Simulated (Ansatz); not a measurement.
The same group exchange along the group F, Cl, Br.

Isolated molecules relaxed with PBE0-D4/def2-TZVP in Ansatz; ΔE leaves out vibrations. CCSD(T)/CBS is the MP2 limit (def2-TZVPP, def2-QZVPP) plus CCSD(T) − MP2 in def2-TZVPP, frozen cores. DFT in def2-TZVPP. For Br outer-core shells are correlated without core-valence functions, which leaves a few kJ/mol of doubt a bond. Scalar relativity is left out up to krypton. Each species was taken in one conformer, which may not be the lowest.

| reaction | CCSD(T)/CBS(def2) (kJ/mol) |
| --- | --- |
| `OB(F)O[SiH3]` + `NCN[SiH3]` → `NC([SiH3])N[SiH3]` + `OB(O)F` | ? |
| `OB(Cl)O[SiH3]` + `NCN[SiH3]` → `NC([SiH3])N[SiH3]` + `OB(O)Cl` | 117 |
| `OB(Br)O[SiH3]` + `NCN[SiH3]` → `NC([SiH3])N[SiH3]` + `OB(O)Br` | 120 |

(1) Fill in the missing values. (Estimate.)

Largest T1 diagnostic: 0.012, for `OB(F)O[SiH3]`.

## Answers

(1) Computed: `OB(F)O[SiH3]` + `NCN[SiH3]` → `NC([SiH3])N[SiH3]` + `OB(O)F`: +116.3 kJ/mol.
